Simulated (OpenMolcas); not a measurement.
V4+: moving or changing the point charges

V4+ among 4 point charges of -1 e arranged as a square (D4h), 2.05 Å from the ion.

- Program: OpenMolcas
- Method: CASSCF
- Basis: ANO-RCC-VTZP [6s5p3d2f1g]
- Scalar Hamiltonian: DKH2, point nucleus
- Active space: 1 electron in 5 orbitals (3d)
- State averaging: 2S+1 = 2 even, 5 roots
- Spin-orbit coupling: state interaction with AMFI integrals over the reference wave functions

Runs around this geometry, states (labels of D4, the rotations of D4h). Energies in cm-1 above the lowest state or level, χT in cm3 K/mol.

```tsv
R (Å)	q (e)	Ground state	First state of that spin	First gap with spin-orbit (degeneracies)	χT at 300 K
2.05	-0.8	2A1	2E 638.5	787.3 (2, 2)	0.362
1.97	-1	2A1	2E 897.2	975.6 (2, 2)	0.360
2.05	-1	2A1	2E 837.0	929.0 (2, 2)	0.360
2.22	-1	2A1	2E 718.2	841.8 (2, 2)	0.362
```

Taking the first state of the same spin as R^-n, n = -ln(718.2 / 897.2) / ln(2.22 / 1.97) = 1.9 between the shortest and longest distance.

Scaling the charges by -0.8 / -1 = 0.80 scales the first state of the same spin by 638.5 / 837 = 0.76; with fixed orbitals a first-order splitting would follow the charge.

The ground term spreads over less than 5000 cm-1, several times less than with real ligands, so orbital moments are less quenched and χT lies further from the spin-only value than at real sites (holds for R = 2.22, q = -1). This is an electrostatic model: the charges have no orbitals. No measured value stands beside these numbers.
